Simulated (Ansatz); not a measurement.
`C=C(Cl)[TeH]` + H₂O → `C=C(O)Cl` + H₂Te at 700 K and 1 bar (formal hydrolysis of a C–Te bond).

Gas-phase electronic energies from Ansatz, PBE0-D4/def2-TZVP geometries. CCSD(T)/CBS adds triple-zeta CCSD(T) − MP2 to the extrapolated MP2 energy (def2 sets, frozen cores). This one scheme is used for every species. Elements past krypton have def2 core potentials. For Te outer-core shells are correlated without core-valence functions, which leaves a few kJ/mol of doubt a bond. One conformer a species, not always the lowest.

| species | CCSD(T)/CBS energy (Eh) | H − E (kJ/mol) | S (J/(mol·K)) |
| --- | --- | --- | --- |
| `C=C(Cl)[TeH]` | -805.37257 | 161.3 | 412.7 |
| H₂O | -76.37941 | 80.5 | 218.4 |
| `C=C(O)Cl` | -612.82898 | 176.1 | 363.4 |
| H₂Te | -268.91024 | 57.2 | 261.6 |

H − E and S are ideal-gas, rigid-rotor, harmonic terms from PBE0-D4/def2-TZVP, for one conformer and one mirror image of each species. 1 Eh = 2625.50 kJ/mol, R = 8.31446 J/(mol·K).

**Question.** By hand: ΔE, ΔH, ΔS and ΔG.

**Answer.** ΔE = (-612.82898) + (-268.91024) − (-805.37257) − (-76.37941) = 0.01276 Eh = 33.5 kJ/mol. Δ(H − E) = 176.1 + 57.2 − 161.3 − 80.5 = -8.5, so ΔH = 25.0 kJ/mol. ΔS = 363.4 + 261.6 − 412.7 − 218.4 = -6.1 J/(mol·K). ΔG = 25.0 − 700 × (-6.1)/1000 = 29.3 kJ/mol.

**Question.** By hand: the equilibrium constant, and the temperature at which ΔG would vanish if ΔH and ΔS stayed fixed.

**Answer.** log₁₀ K = −ΔG/(RT ln 10) = -2.2. ΔH and −TΔS have one sign here, so there is no such temperature.

The number of gas molecules stays the same, so ΔS is small and ΔH decides. A doubt of 5 kJ/mol in ΔE shifts log₁₀ K by 0.4 here. Other conformers and mirror images would add mixing entropy, several J/(mol·K) or more a flexible species. These are equilibria of isolated gas molecules and say nothing of rates. Largest T1 diagnostic: 0.011 (customary marks: 0.02 for closed shells, 0.045 for open ones).

ΔS is within the doubt of such terms, so its sign, and with it that verdict, could turn.
